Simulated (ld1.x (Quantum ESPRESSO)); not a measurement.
**An all-electron radial function and its pseudo partner (silicon (Si))**

Columns: radius, all-electron u(r) and pseudo u(r) of the 3s shell (level -10.88 eV) of silicon in the configuration [Ne] 3s2 3p2; LDA (PZ), scalar-relativistic, TM semilocal scheme, ld1.x (Quantum ESPRESSO) 7.5.

| r (bohr) | all-electron | pseudo |
| --- | --- | --- |
| 0.098 | 0.1301 | 0.0275 |
| 0.196 | -0.1226 | 0.0559 |
| 0.294 | -0.2986 | 0.0861 |
| 0.392 | -0.3444 | 0.1189 |
| 0.490 | -0.2931 | 0.1554 |
| 0.588 | -0.1851 | 0.1964 |
| 0.686 | -0.0511 | 0.2427 |
| 0.784 | 0.0887 | 0.2946 |
| 0.882 | 0.2221 | 0.3518 |
| 0.980 | 0.3422 | 0.4132 |
| 1.078 | 0.4458 | 0.4769 |
| 1.176 | 0.5319 | 0.5397 |
| 1.274 | 0.6008 | 0.5981 |
| 1.372 | 0.6538 | 0.6485 |
| 1.470 | 0.6923 | 0.6882 |
| 1.568 | 0.7180 | 0.7159 |
| 1.666 | 0.7325 | 0.7318 |
| 1.764 | 0.7374 | 0.7373 |
| 1.862 | 0.7344 | 0.7344 |
| 1.960 | 0.7248 | 0.7248 |
| 2.058 | 0.7099 | 0.7099 |
| 2.156 | 0.6908 | 0.6908 |
| 2.254 | 0.6685 | 0.6685 |
| 2.352 | 0.6438 | 0.6438 |
| 2.450 | 0.6173 | 0.6173 |
| 2.548 | 0.5898 | 0.5898 |

**Question.** How many radial nodes do the two functions have?

**Answer.** The all-electron 3s function has n − l − 1 = 2; the pseudo-wave has 0, since the states of the same l below it are removed with the core.

**Question.** At about which radius was the pseudo-wave matched?

**Answer.** 1.96 bohr. The columns agree to 0.0005 from 1.76 bohr on; several derivatives are matched, so the curves merge somewhat inside the radius.

**Question.** Where does each function peak?

**Answer.** Outermost all-electron maximum near 1.76 bohr, pseudo maximum near 1.76 bohr (to the table’s step).

**Question.** Is the pseudo-wave norm-conserving?

**Answer.** Yes: the TM semilocal scheme keeps the norm inside the radius equal to the all-electron one, which fixes the energy derivative of the logarithmic derivative at the level.
